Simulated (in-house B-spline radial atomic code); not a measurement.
Settings and results of a run for neutral nickel (an excited or competing configuration). Level of theory: scalar-relativistic (X2C) TPSS, spin-polarised, spherical fractional occupations, Fermi nucleus of rms radius 3.7757 fm; calculated with a radial B-spline atomic code at the basis-set limit.

Command:
```bash
python run_scf.py task.json out
```
Settings (nuclear radius in fm, mass in u):
```
Z                28
configuration    [Ar] 3d8 4s1 4d1
hamiltonian      x2c
method           tpss,tpss
spin_polarised   True
nucleus          fermi
rms_radius       3.7757
atomic_mass      57.93534
speed_of_light   137.035999084
```

Output (hartree, bohr):
```
 radial grid: 90 intervals, B-splines of order 8, outer radius 85 bohr

 iter        energy (Eh)    residual
    1       -1520.335204    4.02e-02
    2       -1520.337249    1.25e-03
    3       -1520.337292    4.38e-04
    4       -1520.337307    3.19e-04
    5       -1520.337315    3.72e-04
    6       -1520.337321    8.28e-05
    7       -1520.337324    4.45e-05
    8       -1520.337325    1.54e-05
    9       -1520.337325    1.57e-06
   10       -1520.337325    1.94e-07

 total energy                     -1520.33732
 kinetic                            1544.6858
 electron-nucleus                  -3646.6810
 Hartree                             645.2804
 exchange-correlation                -63.6225

 orbital      occ     eigenvalue          <r>       <r^2>       <1/r>       r_max
 1s up      1.000      -302.3058    0.0537196  0.00389393       28.54     0.03501
 1s down    1.000      -302.3042    0.0537197  0.00389394     28.5399     0.03501
 2s up      1.000       -36.3955     0.244459   0.0706016     6.14348      0.2042
 2s down    1.000       -36.3593     0.244312   0.0705102     6.14738      0.2042
 2p up      3.000       -31.2876      0.21525   0.0568889     5.96174      0.1646
 2p down    3.000       -31.2578     0.215091   0.0567953     5.96515      0.1645
 3s up      1.000        -4.3761     0.739824    0.632359     1.92725      0.6389
 3s down    1.000        -4.2885     0.740684    0.633678     1.92355      0.6392
 3p up      3.000        -2.8972     0.778737    0.716188     1.76985      0.6467
 3p down    3.000        -2.8098     0.779841     0.71794      1.7661      0.6471
 3d up      5.000        -0.5743     0.987963     1.29701       1.373      0.6287
 3d down    3.000        -0.4874     0.997081     1.32869     1.36545      0.6303
 4s up      1.000        -0.3916      2.50956     7.22598    0.517356       2.112
 4d up      1.000        -0.0286      9.80829     108.672    0.120941       9.424
```

Time taken, with all properties: 0.6 s on 1 thread of Arm Neoverse V2, on a shared host.

One-electron X2C: radii and densities carry no picture-change correction, so inner-shell <1/r> comes out high (for 1s by about 2 % at Z = 33, 5 % at 54, 10 % at 75, 30 % at 118) and <r> low.
